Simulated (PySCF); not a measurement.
Ba⁺: ionisation energy

Ba⁺ [Xe] 6s1 (2S) → Ba²⁺ [Xe] (1S), as a difference of total energies. Computed with PySCF 2.14 in x2c-TZVPPall with one added diffuse shell each of s, p, d type (12s8p7d2f1g, 94 functions), with scalar relativity by spin-free X2C-1e. Correlated levels: valence and next inner shell: [Kr] 4d10 frozen. The calculations carry no spin-orbit coupling.

| method | ionisation energy (eV) | error (eV) |
| --- | --- | --- |
| UHF | 9.371 | -0.633 |
| LDA | 10.302 | +0.298 |
| PBE | 10.120 | +0.116 |
| PBE0 | 9.995 | -0.009 |
| r2SCAN | 9.810 | -0.194 |
| BHandHLYP | 9.945 | -0.059 |
| TPSSh | 9.806 | -0.198 |
| MP2 (valence and next inner shell) | 9.884 | -0.120 |
| SCS-MP2 (valence and next inner shell) | 9.785 | -0.219 |

Reference: 10.004 eV (measured; NIST Atomic Spectra Database, ionization energies).

Errors of the correlated levels include the incompleteness of this basis and the frozen core.
